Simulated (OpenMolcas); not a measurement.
A calculation on F⁵⁺.

```yaml
Program: OpenMolcas 26.06
Method: CASSCF
Basis: ANO-RCC-VQZP [5s4p3d2f1g]
Scalar_Hamiltonian: DKH2, point nucleus
Active_space: 2 electrons in 8 orbitals (2s 2p 3s 3p)
State_averaging: 2S+1 = 3 even, 3 roots; 2S+1 = 1 even, 6 roots; 2S+1 = 3 odd, 3 roots; 2S+1 = 1 odd, 3 roots
Spin-orbit_coupling: RASSI with atomic mean-field integrals over the reference wave functions, term energies averaged over their components
```

(1) Which level of the active space comes out lowest?

(2) How high does 2p² ³P₁ lie?

(3) How high does 2s 2p ³P°₁ lie?

(4) How high does 2s 2p ³P°₀ lie?

Measured values: Moore, Atomic Energy Levels, vol. I, NSRDS-NBS 35 (1971 reprint of NBS Circular 467, 1949).

Results:

(1) 2s² ¹S₀, with 100 % of that term; it is also the measured ground level.

(2) 254125 cm⁻¹ above the lowest level; measured 251635 cm⁻¹ above the ground level, so the calculation is off by +1 %.

(3) 97920 cm⁻¹ above the lowest level; measured 96861 cm⁻¹ above the ground level, so the calculation is off by +1 %.

(4) 97641 cm⁻¹ above the lowest level.

Active for correlation alone: 3p 3s; no level in the range computed is led by a configuration that fills them, so any true level of that kind is missing. Computed and measured levels are paired by configuration, term and J; levels that our copy of the source lacks, or whose pairing is in doubt (as where it misses far off the trend of its configuration), stay unpaired and out of the deviations. Only configurations of the active space appear.

° marks odd parity.
